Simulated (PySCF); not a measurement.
C₄H₁₂O₄Ti, charge -1, doublet, at a GFN2-xTB geometry (such geometries of metal compounds can be far from the true shape) (the multiplicity is a formal guess) (in this run its highest filled SCF level lies above zero, so its values depend strongly on the basis, on diffuse functions most of all); R2SCAN/STO-3G (PySCF).

The PySCF input:
```python
from pyscf import gto, scf, dft

mol = gto.M(
    atom='''
Ti    0.27179802    0.05562271    0.12090192
O    -1.53285406    0.13079086    0.45075780
C    -1.77051899    0.62186276    1.72028876
H    -1.36682975    1.64587659    1.84448245
H    -2.86612208    0.66274965    1.90844642
H    -1.31666168   -0.02200378    2.49903315
O     0.89499711   -0.56367486   -1.50491401
C    -0.08054002   -0.94153366   -2.39297733
H    -0.01695421   -0.35071137   -3.33411872
H     0.03295984   -2.01014689   -2.68288216
H    -1.10665287   -0.81078699   -1.98117132
O     0.84319166   -1.17932675    1.34339721
C     0.35023450   -2.41950524    0.99691477
H     0.88840337   -2.84587372    0.12621520
H     0.47941779   -3.12835781    1.84471930
H    -0.73195948   -2.38941582    0.74967231
O     0.75297976    1.81984511    0.16638831
C     0.20327870    2.46616615   -0.92044073
H    -0.87059833    2.21975161   -1.05917070
H     0.27800587    3.56775384   -0.78313377
H     0.73619421    2.21445023   -1.85968177
''',
    basis='sto-3g',
    charge=-1,
    spin=1,
    verbose=4,
)

mf = dft.UKS(mol)
mf.xc = 'r2scan'
mf.kernel()
```

Write the output that PySCF gives for this input, abridged.


```
PySCF version 2.14.0

[INPUT] verbose = 4
[INPUT] num. atoms = 21
[INPUT] num. electrons = 91
[INPUT] charge = -1
[INPUT] spin (= nelec alpha-beta = 2S) = 1
[INPUT] symmetry False subgroup None
[INPUT] Mole.unit = angstrom
[INPUT] Symbol           X                Y                Z      unit          X                Y                Z       unit  Magmom
[INPUT]  1 Ti     0.271798020000   0.055622710000   0.120901920000 AA    0.513623818999   0.105111688206   0.228471516734 Bohr   0.0
[INPUT]  2 O     -1.532854060000   0.130790860000   0.450757800000 AA   -2.896674362328   0.247158904996   0.851808790511 Bohr   0.0
[INPUT]  3 C     -1.770518990000   0.621862760000   1.720288760000 AA   -3.345795989442   1.175150303466   3.250874611568 Bohr   0.0
[INPUT]  4 H     -1.366829750000   1.645876590000   1.844482450000 AA   -2.582933886408   3.110255989933   3.485566672067 Bohr   0.0
[INPUT]  5 H     -2.866122080000   0.662749650000   1.908446420000 AA   -5.416185770769   1.252415327651   3.606441057207 Bohr   0.0
[INPUT]  6 H     -1.316661680000  -0.022003780000   2.499033150000 AA   -2.488129973910  -0.041581117905   4.722488229709 Bohr   0.0
[INPUT]  7 O      0.894997110000  -0.563674860000  -1.504914010000 AA    1.691299420177  -1.065191108703  -2.843875319921 Bohr   0.0
[INPUT]  8 C     -0.080540020000  -0.941533660000  -2.392977330000 AA   -0.152198579867  -1.779240754459  -4.522071775993 Bohr   0.0
[INPUT]  9 H     -0.016954210000  -0.350711370000  -3.334118720000 AA   -0.032038813558  -0.662748438071  -6.300571247585 Bohr   0.0
[INPUT] 10 H      0.032959840000  -2.010146890000  -2.682882160000 AA    0.062285070709  -3.798627092246  -5.069912506882 Bohr   0.0
[INPUT] 11 H     -1.106652870000  -0.810786990000  -1.981171320000 AA   -2.091270839264  -1.532165356460  -3.743871200643 Bohr   0.0
[INPUT] 12 O      0.843191660000  -1.179326750000   1.343397210000 AA    1.593401307917  -2.228604568873   2.538652803405 Bohr   0.0
[INPUT] 13 C      0.350234500000  -2.419505240000   0.996914770000 AA    0.661847284374  -4.572202260550   1.883895884834 Bohr   0.0
[INPUT] 14 H      0.888403370000  -2.845873720000   0.126215200000 AA    1.678839057441  -5.377921915897   0.238512160757 Bohr   0.0
[INPUT] 15 H      0.479417790000  -3.128357810000   1.844719300000 AA    0.905968322344  -5.911739480544   3.486014253699 Bohr   0.0
[INPUT] 16 H     -0.731959480000  -2.389415820000   0.749672310000 AA   -1.383202951479  -4.515341497503   1.416675349070 Bohr   0.0
[INPUT] 17 O      0.752979760000   1.819845110000   0.166388310000 AA    1.422925523741   3.439008847029   0.314428336229 Bohr   0.0
[INPUT] 18 C      0.203278700000   2.466166150000  -0.920440730000 AA    0.384141069958   4.660378601173  -1.739380893595 Bohr   0.0
[INPUT] 19 H     -0.870598330000   2.219751610000  -1.059170700000 AA   -1.645192408204   4.194722607462  -2.001542542164 Bohr   0.0
[INPUT] 20 H      0.278005870000   3.567753840000  -0.783133770000 AA    0.525354955321   6.742077637465  -1.479908344198 Bohr   0.0
[INPUT] 21 H      0.736194210000   2.214450230000  -1.859681770000 AA    1.391205431391   4.184704451180  -3.514289224146 Bohr   0.0

nuclear repulsion = 744.395549481442
number of shells = 44
number of NR pGTOs = 210
number of NR cGTOs = 70
basis = sto-3g
ecp = {}

******** <class 'pyscf.dft.uks.UKS'> ********
method = UKS
initial guess = minao
damping factor = 0
level_shift factor = 0
DIIS = <class 'pyscf.scf.diis.CDIIS'>
diis_start_cycle = 1
diis_space = 8
diis_damp = 0
SCF conv_tol = 1e-09
SCF conv_tol_grad = None
SCF max_cycles = 50
direct_scf = True
direct_scf_tol = 1e-13
number electrons alpha = 46  beta = 45
XC library pyscf.dft.libxc version 7.1.2
    S. Lehtola, C. Steigemann, M. J. T. Oliveira, and M. A. L. Marques,  SoftwareX 7, 1–5 (2018)
XC functionals = r2scan
    J. W. Furness, A. D. Kaplan, J. Ning, J. P. Perdew, and J. Sun,  J. Phys. Chem. Lett. 11, 8208–8215 (2020)
    J. W. Furness, A. D. Kaplan, J. Ning, J. P. Perdew, and J. Sun,  J. Phys. Chem. Lett. 11, 9248–9248 (2020)
    J. W. Furness, A. D. Kaplan, J. Ning, J. P. Perdew, and J. Sun,  J. Phys. Chem. Lett. 11, 8208–8215 (2020)
    J. W. Furness, A. D. Kaplan, J. Ning, J. P. Perdew, and J. Sun,  J. Phys. Chem. Lett. 11, 9248–9248 (2020)
radial grids:
    Treutler-Ahlrichs [JCP 102, 346 (1995); DOI:10.1063/1.469408] (M4) radial grids

becke partition: Becke, JCP 88, 2547 (1988); DOI:10.1063/1.454033
pruning grids: <function nwchem_prune>
grids dens level: 3
symmetrized grids: False
atomic radii adjust function: <function treutler_atomic_radii_adjust>
small_rho_cutoff = 0
Set gradient conv threshold to 3.16228e-05
tot grids = 251400
init E= -1295.11993444115

cycle= 1 E= -1294.65502019469  delta_E= 0.465  |g|= 0.761  |ddm|= 4.16
cycle= 2 E= -1293.9949833312  delta_E= 0.66  |g|= 1.41  |ddm|= 3.06
cycle= 3 E= -1295.06310401586  delta_E= -1.07  |g|= 0.158  |ddm|= 1.93
cycle= 4 E= -1295.07859727541  delta_E= -0.0155  |g|= 0.0864  |ddm|= 0.46
cycle= 5 E= -1295.08348001256  delta_E= -0.00488  |g|= 0.0183  |ddm|= 0.143
cycle= 6 E= -1295.08367656167  delta_E= -0.000197  |g|= 0.00495  |ddm|= 0.03
cycle= 7 E= -1295.0836913251  delta_E= -1.48e-05  |g|= 0.00119  |ddm|= 0.0096
cycle= 8 E= -1295.08369233893  delta_E= -1.01e-06  |g|= 0.000269  |ddm|= 0.00224
cycle= 9 E= -1295.08369237712  delta_E= -3.82e-08  |g|= 0.00021  |ddm|= 0.000671
cycle= 10 E= -1295.08369240694  delta_E= -2.98e-08  |g|= 5.4e-05  |ddm|= 0.000394
cycle= 11 E= -1295.08369240939  delta_E= -2.46e-09  |g|= 1.25e-05  |ddm|= 0.000129
cycle= 12 E= -1295.08369240951  delta_E= -1.15e-10  |g|= 5.15e-06  |ddm|= 2.71e-05
Extra cycle  E= -1295.08369240951  delta_E= 1.36e-12  |g|= 5.71e-06  |ddm|= 1.66e-05
converged SCF energy = -1295.08369240951  <S^2> = 0.75206424  2S+1 = 2.0020632
```
